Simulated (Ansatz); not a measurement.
Consider the redistribution: `[SeH][SiH]1BC1` + `[Cl][In]([Cl])[I]` → `I[SiH]1BC1` + `[Cl][In]([Cl])[SeH]`.

Program: Ansatz. Geometries: PBE0-D4/def2-TZVP. ΔE: electronic, gas phase. CCSD(T)/CBS adds triple-zeta CCSD(T) − MP2 to the extrapolated MP2 energy (def2 sets, frozen cores). Functionals use def2-TZVPP. Elements past krypton have def2 core potentials. For I, In, Se outer-core shells are correlated without core-valence functions, which leaves a few kJ/mol of doubt a bond. Scalar relativity is left out up to krypton. Each species was taken in one conformer, which may not be the lowest.

```
        level  ΔE (kJ/mol)
      PBE0-D4          4.6
CCSD/def2-SVP         11.8
```

**Question.** What does CCSD(T)/CBS give? (An estimate is asked.)

**Answer.** Ansatz gave: +5.8 kJ/mol. The listed levels differ from it by -1.2, 6.0 kJ/mol.

Largest T1 diagnostic among the species: 0.012.

In def2-TZVPP, CCSD(T) changes the Hartree–Fock value by −4.5 kJ/mol (the triples alone add −0.5 kJ/mol) and MP2 by −5.8 kJ/mol. At CCSD(T), def2-SVP lies +6.1 kJ/mol from the extrapolated value and def2-TZVPP −0.4 kJ/mol.
